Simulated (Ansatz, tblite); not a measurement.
Removing and adding an electron: Cd13Te12Cl2. Charge 0, multiplicity 1. Geometry: PBE-D4/def2-SVP. Ansatz, gas phase; energy differences of separate SCF runs; the oxidised species was run as a doublet alone; the reduced species was run as a doublet alone.

Cartesian coordinates in Å:
```
Te -3.495 -4.528 -2.397
Te -3.351 -3.509 2.616
Te -2.910 -0.253 -5.462
Te -2.370 4.103 -2.816
Te -2.790 0.089 -0.380
Te 0.522 -3.016 0.052
Te 1.033 0.903 -2.734
Te 2.015 0.965 1.717
Te 1.311 -2.665 4.642
Te 5.267 -2.944 1.401
Te 2.285 4.955 -0.779
Te 5.828 1.362 -1.623
Cd -3.006 -2.238 -3.679
Cd -2.922 -0.807 2.222
Cd -2.438 -3.584 -0.115
Cd -0.576 -3.310 2.700
Cd -2.457 2.824 -0.367
Cd -1.787 1.420 -3.686
Cd 0.321 3.656 -2.262
Cd 0.513 -0.185 3.720
Cd 0.977 3.449 1.134
Cd 0.141 -0.192 -0.242
Cd 5.198 -0.737 -0.099
Cd 2.694 -2.651 2.116
Cd 3.339 2.357 -1.442
Cl -1.877 0.651 4.035
Cl -1.465 3.886 1.729
```

In the def2 sets Cd, Te take a core potential; there is no spin–orbit coupling. The xTB rows come from tblite. Single mean-field runs in def2-TZVP are fitted with def2-universal-jkfit. HOMO above LUMO, or a gap near zero within one spin, warns that the state may not be the lowest or that an electron is smeared out.

```
             level  −HOMO (eV)  vertical IE (eV)  −LUMO (eV)  vertical EA (eV)  HOMO–LUMO gap (eV)  IE − EA (eV)
          GFN1-xTB        8.92             10.20        6.84              5.68                2.08          4.52
          GFN2-xTB        9.49             10.98        7.06              5.64                2.43          5.34
BHLYP-D4/def2-TZVP        6.60              7.07        2.40              1.99                4.20          5.08
```

**Question.** Estimate the rows for PBE-D4/def2-TZVP, PBE0-D4/def2-TZVP.

**Answer.** 
```csv
level,−HOMO (eV),vertical IE (eV),−LUMO (eV),vertical EA (eV),HOMO–LUMO gap (eV),IE − EA (eV),remarks
PBE-D4/def2-TZVP,5.00,6.30,3.70,2.53,1.31,3.77,"gap within one spin near zero (+1 doublet), gap within one spin near zero (-1 doublet)"
PBE0-D4/def2-TZVP,5.89,6.78,3.13,2.33,2.76,4.46,–
```

   Raw xTB energy differences between charge states are shifted by several eV; the methods need an empirical correction for them. Sets without diffuse functions give affinities that are too small.
